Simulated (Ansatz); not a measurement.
Geometry optimisation, DFT PBE, scalar-relativistic, plane waves, PAW in Ansatz.

The input (input.yaml):

```yaml
crystal:
  lattice:
    - [7.398, 0.0, 0.0]
    - [-3.699, 6.406856, 0.0]
    - [0.0, 0.0, 11.0]
  atoms:
    - { symbol: C, position: [0.0, 0.0, 0.09090909] }
    - { symbol: C, position: [0.22222222, 0.11111111, 0.09090909] }
    - { symbol: C, position: [0.0, 0.33333333, 0.09090909] }
    - { symbol: C, position: [0.22222222, 0.44444444, 0.09090909] }
    - { symbol: C, position: [0.0, 0.66666666, 0.09090909] }
    - { symbol: C, position: [0.22222222, 0.77777777, 0.09090909] }
    - { symbol: C, position: [0.33333333, 0.0, 0.09090909] }
    - { symbol: C, position: [0.55555556, 0.11111111, 0.09090909] }
    - { symbol: C, position: [0.33333333, 0.33333333, 0.09090909] }
    - { symbol: C, position: [0.55555555, 0.44444444, 0.09090909] }
    - { symbol: C, position: [0.33333333, 0.66666666, 0.09090909] }
    - { symbol: C, position: [0.55555555, 0.77777777, 0.09090909] }
    - { symbol: C, position: [0.66666667, 0.0, 0.09090909] }
    - { symbol: C, position: [0.88888889, 0.11111111, 0.09090909] }
    - { symbol: C, position: [0.66666667, 0.33333333, 0.09090909] }
    - { symbol: C, position: [0.88888889, 0.44444444, 0.09090909] }
    - { symbol: C, position: [0.66666666, 0.66666666, 0.09090909] }
    - { symbol: C, position: [0.88888889, 0.77777777, 0.09090909] }
    - { symbol: Pd, position: [1.07407407, 0.92592592, 0.27272727] }
basis:
  ecutwfc: 420.0
kpoints:
  mp_grid: { grid: [2, 2, 1] }
hamiltonian:
  xc: pbe
scf:
  occupations: { method: gaussian, width: 0.05 }
  lower_state_search: "off"
relax:
  f_tol: 0.03
  max_steps: 60
  adjacent_minimum: "off"
```

Command:

```bash
$ ansatz run input.yaml --threads 1 --pin off --max-ram 3072MiB --backend cpu --events-out ev --progress --plain --runs-dir out
```

Task: Where does it end, and by what steps?

Result: The forces met the threshold. The force dipped under the threshold on the way, but the program's further checks kept it going. Limits of this set-up: slab without dipole correction. After 10 steps the energy has fallen by 0.153 eV; Pd19 moved furthest, 0.55 Å.

```csv
step,energy less start (eV),largest force component (eV/Å),accepted
0,0.0000,0.934,yes
1,-0.0673,0.418,yes
2,-0.1008,0.145,yes
3,-0.1266,0.129,yes
4,-0.1363,0.184,yes
5,-0.1435,0.243,yes
6,0.1506,2.344,no
7,-0.1517,0.103,yes
8,-0.1530,0.109,yes
9,-0.1534,0.030,yes
10,-0.1534,0.029,yes
```

```xyz
19
Lattice="7.3980 0.0000 0.0000 -3.6990 6.4069 0.0000 0.0000 0.0000 11.0000" Properties=species:S:1:pos:R:3
C 0.019 -0.011 1.077
C 1.266 0.705 1.071
C -1.205 2.121 0.959
C 0.023 2.834 0.968
C -2.429 4.250 0.988
C -1.207 4.968 0.945
C 2.503 -0.022 0.988
C 3.721 0.699 0.969
C 1.265 2.126 1.010
C 2.487 2.835 0.996
C 0.031 4.253 0.944
C 1.256 4.969 0.968
C 4.959 -0.017 0.959
C 6.172 0.708 0.984
C 3.728 2.119 0.986
C 4.954 2.835 0.969
C 2.490 4.249 1.010
C 3.721 4.958 1.071
Pd 4.058 6.199 3.136
```

Whether the end is a true minimum wasn't checked by a vibrational analysis.

The run took 60 s on 1 thread of AMD EPYC 7R43 64-Core Processor (Zen 3), with other jobs on the host, peak memory 0.68 GiB.
